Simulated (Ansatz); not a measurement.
Basis sets compared for Zn₃O₃H₁₂, a cluster cut from wurtzite ZnO (hydrogen-capped). Charge 0, multiplicity 1. Geometry PBE-D4/def2-SVP. Ansatz on 4 threads of Intel Xeon 6975P-C on a shared host; times are rough, and most runs start from earlier orbitals.

```xyz
18

O    -0.048   -0.113    2.076
Zn   -2.019    0.899    1.281
O    -1.594    0.849   -1.032
Zn    1.957   -1.041    1.269
O     1.644   -0.732   -1.044
Zn    0.060    0.137   -2.549
H     0.281    0.557    2.711
H    -0.409   -0.844    2.619
H    -2.902   -0.407    1.321
H    -1.551    2.388    1.505
H    -2.387    0.387   -1.376
H    -1.703    1.791   -1.278
H     1.476   -2.542    1.300
H     2.841    0.245    1.497
H     1.773   -1.642   -1.382
H     2.452   -0.235   -1.293
H     0.751    1.544   -2.725
H    -0.621   -1.241   -2.898
```

Binding counts from free atoms (O triplet, Zn singlet, H doublet) in the same basis, without a counterpoise term.

```json
{"level": "PBE-D4/def2-SVP", "functions": "195", "energy (Eh)": "-5568.9689", "HOMO (eV)": "-5.84", "LUMO (eV)": "-0.79", "binding per atom (eV)": "2.54", "wall time": "1.6 s"}
{"level": "PBE-D4/def2-TZVP", "functions": "309", "energy (Eh)": "-5570.0598", "HOMO (eV)": "-6.21", "LUMO (eV)": "-1.63", "binding per atom (eV)": "2.49", "wall time": "2.7 s"}
{"level": "PBE0-D4/def2-SVP", "functions": "195", "energy (Eh)": "-5569.0656", "HOMO (eV)": "-7.07", "LUMO (eV)": "0.15", "binding per atom (eV)": "2.49", "wall time": "3 s"}
{"level": "PBE0-D4/def2-TZVP (with forces)", "functions": "309", "energy (Eh)": "-5570.1194", "HOMO (eV)": "-7.37", "LUMO (eV)": "-0.83", "binding per atom (eV)": "2.45", "wall time": "12 s"}
```

**Question.** Estimate the rows for PBE-D4/def2-TZVPD, PBE0-D4/def2-TZVPD.

**Answer.** 
| level | functions | energy (Eh) | HOMO (eV) | LUMO (eV) | binding per atom (eV) | wall time |
| --- | --- | --- | --- | --- | --- | --- |
| PBE-D4/def2-TZVPD | 381 | -5570.0651 | -6.25 | -1.79 | 2.49 | 4.6 s |
| PBE0-D4/def2-TZVPD | 381 | -5570.1235 | -7.40 | -1.06 | 2.45 | 11 s |
